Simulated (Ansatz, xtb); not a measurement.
Relative energy of two conformers of BFH2SSe

Structure a: `FB(S)[SeH]`, a singlet. Structure b: `FB(S)[SeH]`, a singlet. Both are isolated molecules in the gas phase, relaxed with B3LYP-D3(BJ)/def2-SVP.

a (Å):

```yaml
atoms:
  - { symbol: B, position_ang: [-0.0923, -0.6186, 0.4245] }
  - { symbol: F, position_ang: [0.3984, -0.4107, -0.7944] }
  - { symbol: S, position_ang: [-1.8251, -1.0955, 0.6515] }
  - { symbol: Se, position_ang: [1.1370, -0.3856, 1.9300] }
  - { symbol: H, position_ang: [0.1320, -0.7188, 2.9564] }
  - { symbol: H, position_ang: [-2.1316, -1.0940, -0.6677] }
```

b (Å):

```xyz
6

B    -2.6532    0.4049   -0.8099
F    -3.7025   -0.1660   -0.2242
S    -2.2994    0.1018   -2.5620
Se   -1.4705    1.5849    0.2124
H    -2.2468    1.4212    1.4559
H    -3.3562   -0.7222   -2.7523
```

Q: Estimate E(b) − E(a) at the level CCSD(T)/def2-TZVP.

A: Too close to call at this level: CCSD(T)/def2-TZVP gives E(b) − E(a) = +0.35 kcal/mol.

How the difference moves with the method:

```json
{"level": "B3LYP-D3(BJ)/def2-SVP", "geometry": "B3LYP-D3(BJ)/def2-SVP", "E(b) − E(a) (kcal/mol)": "+0.32", "departure from the last row (kcal/mol)": "−0.03", "job, with rough time for the two": "optimisation, 91 s"}
{"level": "HF/def2-TZVP", "geometry": "B3LYP-D3(BJ)/def2-SVP", "E(b) − E(a) (kcal/mol)": "+0.51", "departure from the last row (kcal/mol)": "+0.16", "job, with rough time for the two": "part of the CCSD(T) run"}
{"level": "MP2/def2-TZVP", "geometry": "B3LYP-D3(BJ)/def2-SVP", "E(b) − E(a) (kcal/mol)": "+0.32", "departure from the last row (kcal/mol)": "−0.04", "job, with rough time for the two": "part of the CCSD(T) run"}
{"level": "CCSD(T)/def2-TZVP", "geometry": "B3LYP-D3(BJ)/def2-SVP", "E(b) − E(a) (kcal/mol)": "+0.35", "departure from the last row (kcal/mol)": "", "job, with rough time for the two": "single point, 2.4 min"}
```

The largest departure from CCSD(T)/def2-TZVP is that of HF/def2-TZVP, 0.16 kcal/mol. Levels run at GFN2-xTB geometries aren't shown.

With harmonic frequencies from B3LYP-D3(BJ)/def2-SVP (ideal gas, rigid rotor, one conformer each, 298.15 K, 1 atm): on the last row, ΔE + ΔZPE = +0.23, ΔH = +0.29, ΔG = +0.12 kcal/mol.

The correlated steps freeze 16 core orbitals; the filled d shell of Se is correlated, in a basis made for valence electrons. Codes used: Ansatz 0.2.0; the last row on 2 threads of Intel(R) Xeon(R) Processor @ 2.50GHz (Skylake/Cascade Lake) on a shared host.
